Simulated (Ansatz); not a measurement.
Basis-set series for CH6BClSn (`[BH2][SnH2][CH2]Cl`). Total charge 0; spin multiplicity 1. Sn takes the def2 core potential. Geometry: relaxed with PBE0-D4/def2-TZVP. It is one conformer, not always the lowest.

```
functional       basis  functions  energy (Eh)  HOMO (eV)  LUMO (eV)
   PBE0-D4  def2-TZVPP        238   -740.81399      -7.23      -1.04
   PBE0-D4  def2-QZVPP        446   -740.83346      -7.25      -1.10
   ωB97M-V  def2-TZVPP        238   -740.92096      -9.33       0.61
   ωB97M-V  def2-QZVPP        446   -740.93959      -9.34       0.44
```

Give the rows for def2-SVP. (Estimate.)

The calculation gave: 
```json
{"functional": "PBE0-D4", "basis": "def2-SVP", "functions": "102", "energy (Eh)": "-740.57058", "HOMO (eV)": "-7.19", "LUMO (eV)": "-0.70"}
{"functional": "ωB97M-V", "basis": "def2-SVP", "functions": "102", "energy (Eh)": "-740.67324", "HOMO (eV)": "-9.25", "LUMO (eV)": "1.15"}
```

Positive LUMOs are unbound and depend on the basis.

All numbers were calculated with Ansatz.
